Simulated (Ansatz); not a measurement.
## Energy profile

The step: Si₂H₅Cl₂OF ([OH2][Si]([F])([SiH3])([Cl])[Cl]) + H₂O → SiHCl₂OF ([OH][Si]([F])([Cl])[Cl]) + SiH₄ + H₂O; bonds formed: Si2–H8, O9–H14; bonds broken: Si1–Si2, O5–H14, H8–O9 (atoms numbered as in the saddle structure below).

Si1  (-0.501, -0.433, -0.918)
Si2  (-0.321, -0.723, 1.589)
Cl3  (-2.013, -1.409, -1.914)
Cl4  (0.803, -2.188, -0.859)
O5  (0.590, 0.467, -1.838)
H6  (0.383, 2.389, 0.438)
F7  (-1.420, 0.897, -0.586)
H8  (0.501, 0.668, 0.621)
O9  (1.063, 1.710, 0.317)
H10  (-0.811, 0.319, 2.540)
H11  (0.841, -1.441, 2.157)
H12  (-1.457, -1.655, 1.346)
H13  (1.273, -0.093, -2.222)
H14  (1.070, 1.493, -0.671)
(Å)

Electronic energies by CCSD(T) at an estimated basis limit (MP2 extrapolated from triple and quadruple zeta, plus CCSD(T) − MP2 in triple zeta), on PBE0-D4/def2-TZVP structures; Si2H7Cl2O2F, singlet; no counterpoise correction. Computed with Ansatz 0.2.0 (basis: def2-TZVPP and def2-QZVPP); correlated methods freeze the cores. Extrapolation: Hartree–Fock as exp(−7.88 √X), correlation as X^−2.97.

**Question.** Give the profile in eV, counted from the separated reactants. (To be estimated.)

**Answer.** By the calculation:
| point | eV |
| --- | --- |
| separated: Si2H5Cl2OF (linked as [F][Si]([SiH3])([Cl])[Cl].[OH2]; Si1, Si2, Cl3, Cl4, O5, F7, H10, H11, H12, H13, H14; singlet) + H2O (H6, H8, O9; singlet) | 0.000 |
| start structure | -0.045 |
| saddle | 1.422 |
| end structure | -1.523 |
| separated: SiHCl2OF (linked as [OH][Si]([F])([Cl])[Cl]; Si1, Cl3, Cl4, O5, F7, H13; singlet) + SiH4 (Si2, H8, H10, H11, H12; singlet) + H2O (H6, O9, H14; singlet) | -1.053 |

The T1 diagnostic stays at or below 0.012.

For scale, one of the runs: CCSD(T)/def2-TZVPP, 359 basis functions, launched by `ansatz run in.yaml --threads 4 --pin off --events-out ev --progress --plain --max-ram 66560MiB --backend cuda --devices 0, --max-vram 37GiB`. Time: 26 s of wall clock on 4 CPU threads of an AMD EPYC 7R13 and a share of one NVIDIA H100; the host was shared. Peak host memory: 0.87 GiB.
